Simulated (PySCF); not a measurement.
H₆OSeSi₂, SMILES [SiH3]O[Se][SiH3].

Geometry: PBE0-D3(BJ)/def2-SVP. The structure was generated by enumeration, and PubChem lists no compound with its InChIKey, so it may never have been made. The values are those of a single conformer.

Method: PBE/def2-TZVP in PySCF.

Gas-phase values at a fixed geometry.

Estimate the frontier levels, gap, dipole moment and polarisability. (An estimate is asked for; the answer gives what the named calculation found.)


```yaml
highest_occupied_level: -5.72 eV
lowest_empty_level: -2.80 eV
orbital_gap: 2.91 eV
dipole_moment: 1.05 D
quadrupole, principal values (traceless, Buckingham form, about the centre of nuclear charge): -4.47, 0.16, 4.32 D·Å
mean_static_polarisability: 86.7 bohr³ (12.84 Å³)
polarisability_principal_values: 69.1, 83.1, 107.8 bohr³
```
